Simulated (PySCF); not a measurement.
Dipole response of Pt (platinum, neutral)

[Xe] 4f14 5d10, closed-shell 1S (an excited configuration). Computed with PySCF 2.14 in aug-cc-pwCVTZ-PP with ECP60MDF (8s8p7d4f3g, 122 functions), with scalar relativity through the core potential. Coupled (time-dependent) response in atomic units; α is the mean over directions.

```json
{"method": "HSE06", "mean α (bohr³)": "29.63", "C₆ (like pair)": "251.7", "S(−4)": "521.7"}
```

S(−4) is the Cauchy moment in α(ω) = α(0) + S(−4) ω² + …

α(iu) at HSE06:

```json
{"u (hartree)": "0", "α(iu) (bohr³)": "29.63"}
{"u (hartree)": "0.0500", "α(iu) (bohr³)": "28.42"}
{"u (hartree)": "0.100", "α(iu) (bohr³)": "25.63"}
{"u (hartree)": "0.200", "α(iu) (bohr³)": "19.99"}
{"u (hartree)": "0.300", "α(iu) (bohr³)": "16.18"}
{"u (hartree)": "0.500", "α(iu) (bohr³)": "11.66"}
{"u (hartree)": "0.750", "α(iu) (bohr³)": "8.356"}
{"u (hartree)": "1.00", "α(iu) (bohr³)": "6.269"}
{"u (hartree)": "1.50", "α(iu) (bohr³)": "3.903"}
{"u (hartree)": "2.00", "α(iu) (bohr³)": "2.667"}
{"u (hartree)": "3.00", "α(iu) (bohr³)": "1.468"}
{"u (hartree)": "5.00", "α(iu) (bohr³)": "0.6309"}
```

Energies and moments cover only the electrons outside the core potential. Spin-orbit coupling, which splits the p, d and f shells strongly at this Z, is absent.
